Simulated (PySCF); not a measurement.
Electron correlation in Fe²⁴⁺ (iron, charge +24)

Starting occupation: 1s2. Calculation: PySCF 2.14, in an uncontracted even-tempered set (17 s from 3 bohr⁻², ratio 2.6; 11 p from 3.8 bohr⁻², ratio 2.6; 6 d from 3.9 bohr⁻², ratio 2.8; 3 f from 180 bohr⁻², ratio 2.8); X2C-1e with screened-nucleus spin-orbit coupling, Gaussian nucleus. Frozen: nothing; 2 electrons correlated; the 34 highest virtual spinors left out.

Total MP2 correlation energy: -47.27 mhartree.

With two correlated electrons CCSD is exact within the correlated space (frozen core and kept virtual orbitals).

The virtual space was cut to 52 spinors, which keep -44.77 of the -47.27 mhartree of MP2 correlation.

```csv
level,correlation energy (mhartree)
CCSD,-45.35
```

Diagnostics: T1 = 3.9e-06, largest double amplitude 0.002.

Cost of the coupled-cluster step: about 4 core-seconds, for 2 occupied and 52 virtual spinors.

Iterations:

```
Init t2, MP2 energy = -0.0447651671430833
CCSD nocc = 2, nmo = 54
Init t2, MP2 energy = -0.0447651671430833
Init E_corr(GCCSD) = -0.0447651671430833
cycle = 1  E_corr(GCCSD) = -0.0453366658585739  dE = -0.000571498715  norm(t1,t2) = 0.000103228
cycle = 2  E_corr(GCCSD) = -0.045346643114114  dE = -9.97725554e-06  norm(t1,t2) = 2.16436e-06
cycle = 3  E_corr(GCCSD) = -0.0453468462570756  dE = -2.03142962e-07  norm(t1,t2) = 5.23795e-08
cycle = 4  E_corr(GCCSD) = -0.0453468460269532  dE = 2.30122373e-10  norm(t1,t2) = 3.48718e-10
GCCSD converged
E(GCCSD) = -665.7664746631832  E_corr = -0.04534684602695318
```

The coupled-cluster values are those of the cut space; adding the MP2 remainder, -2.50 mhartree, estimates the full space.
